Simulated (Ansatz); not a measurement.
System: sum formula HBO₂F (charge 0, doublet). It need not be the lowest isomer of its formula. 
Geometry from a B3LYP-D3(BJ)/def2-TZVP (Ansatz, a program for electronic structure) optimisation:
```xyz
5

B     -0.0319     0.0105     0.0033
F     -0.1548     1.3308    -0.0402
O     -1.1504    -0.7531     0.1684
O      1.1926    -0.5604    -0.1157
H      1.2144    -1.5222    -0.0761
```
Charge 0, spin multiplicity 2.

Computed values are from Ansatz. Correlated levels leave the core frozen unless marked. UHF or UKS for open shells. No spin-orbit coupling. No relativistic terms. CBS(X,Y): correlation extrapolated as X^-3; Hartree-Fock from the larger set (for Q and 5 zeta extrapolated as (X+1)exp(-9√X)).

Problem. What is the atomisation energy De at CCSD(T)/CBS(cc-pVQZ,cc-pV5Z)?

Solution. 518.5 kcal/mol.

Problem. What is the total energy at CCSD(T)/CBS(cc-pVQZ,cc-pV5Z)?

Solution. -275.6092 Eh.

Problem. What is the T1 diagnostic at CCSD/cc-pV5Z?

Solution. 0.015.

Problem. What is the dipole moment at CCSD(T)/aug-cc-pVDZ?

Solution. 1.91 D.
